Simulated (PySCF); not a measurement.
B₃Cl₂H₄N.
SMILES with atom numbers: `[BH2:1][NH:2][BH:3][B:4]([Cl:5])[Cl:6]` (hydrogens: H7, H8 on B1; H9 on N2; H10 on B3)

Structure used (PBE0-D3(BJ)/def2-SVP), in Å, numbered top down from 1:
```
atom  x, y, z in Å
B1    -0.1570    1.7637    0.3985
N2     0.5124    0.5864   -0.0226
B3     1.9192    0.4549   -0.1921
B4     2.9818    1.7420    0.1045
Cl5    3.4395    2.8515   -1.1755
Cl6    3.7260    1.9455    1.6813
H7    -1.3593    1.7676    0.5136
H8     0.5029    2.7481    0.6341
H9    -0.0595   -0.2306   -0.2171
H10    2.3498   -0.6185   -0.5585
```

All values: PBE0/pcSseg-1 and B3LYP/def2-SVPD (PySCF, non-relativistic), on one gas-phase PBE0-D3(BJ)/def2-SVP geometry that isn't relaxed in the solvent. The solvent is an IEF-PCM continuum (Bondi radii, 1.10 Å for H, scaled by 1.2). The model holds no explicit solvent molecules, cavitation or dispersion.

Gas phase at PBE0/pcSseg-1: HOMO -8.36 eV, LUMO -1.73 eV, dipole 2.34 D.

**Question.** What does the continuum do to the energy, the frontier levels and the dipole at PBE0/pcSseg-1 in chloroform and dichloromethane?

**Answer.** 
```
        solvent      ε  E(solvent) − E(gas) (kcal/mol)  polarisation term (kcal/mol)  distortion of the solute (kcal/mol)  HOMO (eV)  LUMO (eV)  dipole (D)
     chloroform  4.711                           -1.68                         -1.86                                 0.18      -8.31      -1.57        2.76
dichloromethane   8.93                           -2.01                         -2.27                                 0.26      -8.30      -1.55        2.84
```

The polarisation term is half the interaction of the solute with the surface charges that it induces; the rest is the cost of distorting the solute's density. The sum is the electrostatic part of solvation alone. From chloroform to dichloromethane the lowering changes by a factor 1.19, Onsager's factor (ε − 1)/(2ε + 1) by 1.18 and ε itself by 1.9.

**Question.** Which radius a makes the point-dipole formula ΔE = −[(ε − 1)/(2ε + 1)]·μ²/a³ give the value in dichloromethane, with the gas-phase dipole?

**Answer.** μ = 0.920 au and |ΔE| = 0.00320 Eh give a = 2.54 Å; the farthest nucleus lies 2.89 Å from the centroid of the nuclei, so such a sphere wouldn't even hold the nuclei. The formula assumes a rigid point dipole at the centre of a sphere.

**Question.** Give the dipole vector in the frame of the coordinates (D, pointing from negative to positive charge), gas and dichloromethane.

**Answer.** Gas (-1.56, -1.70, -0.38), solvent (-1.86, -2.10, -0.48). Its length changes by +22 % and its direction by 1°.

**Question.** Which Hirshfeld charges (PBE0/pcSseg-1) respond most in chloroform (means over atoms taken as equivalent)?

**Answer.** 
```
  atoms             environment  gas (e)  solvent (e)  change
     H9            N–H hydrogen   +0.138       +0.149  +0.011
Cl5/Cl6    chlorine bonded to B   -0.065       -0.073  -0.008
     N2    boron-bound nitrogen   -0.200       -0.196  +0.004
     B4  three-coordinate boron   +0.110       +0.112  +0.002
  H7/H8            B–H hydrogen   -0.058       -0.061  -0.003
     B3  three-coordinate boron   +0.101       +0.102  +0.001
    H10            B–H hydrogen   -0.056       -0.055  +0.001
     B1  three-coordinate boron   +0.154       +0.153  -0.001
```

**Question.** Which Mayer bond orders change most in chloroform?

**Answer.** 
| bond | length (Å) | gas | solvent | change |
| --- | --- | --- | --- | --- |
| B4–Cl5 | 1.755 | 1.159 | 1.146 | -0.013 |
| B4–Cl6 | 1.755 | 1.159 | 1.146 | -0.013 |
| N2–B3 | 1.423 | 1.203 | 1.214 | +0.011 |
| B1–N2 | 1.418 | 1.222 | 1.232 | +0.010 |
| N2–H9 | 1.016 | 0.903 | 0.893 | -0.010 |
| B3–B4 | 1.695 | 0.960 | 0.955 | -0.005 |
| B1–H8 | 1.208 | 0.966 | 0.961 | -0.005 |
| B3–H10 | 1.213 | 0.968 | 0.969 | +0.001 |

Gas phase at B3LYP/def2-SVPD: HOMO -8.12 eV, LUMO -1.93 eV, dipole 2.18 D.

**Question.** What does the continuum do to the energy, the frontier levels and the dipole at B3LYP/def2-SVPD in chloroform?

**Answer.** 
```
   solvent      ε  E(solvent) − E(gas) (kcal/mol)  polarisation term (kcal/mol)  distortion of the solute (kcal/mol)  HOMO (eV)  LUMO (eV)  dipole (D)
chloroform  4.711                           -1.66                         -1.85                                 0.19      -8.06      -1.77        2.64
```

**Question.** How does the static polarisability (B3LYP/def2-SVPD, frozen core, with the continuum's full static response) change?

**Answer.** 
```csv
medium,isotropic (au),principal values (au),⟨r²⟩ of the electrons (bohr²)
gas,78.7,"72.7, 76.9, 86.4",1015.9
chloroform,95.8,"90.0, 94.8, 102.7",1015.7
```

The isotropic value in chloroform is 1.22 times the gas-phase one; no cavity-field correction is applied. ⟨r²⟩ is taken about the centre of nuclear charge.

Hardware: one thread, Intel Xeon at 2.50 GHz (x86_64), no GPU, shared host. Cost: 27 s, 0.73 GiB resident at most. This is the whole shielding run at PBE0/pcSseg-1 in dichloromethane, SCF included.
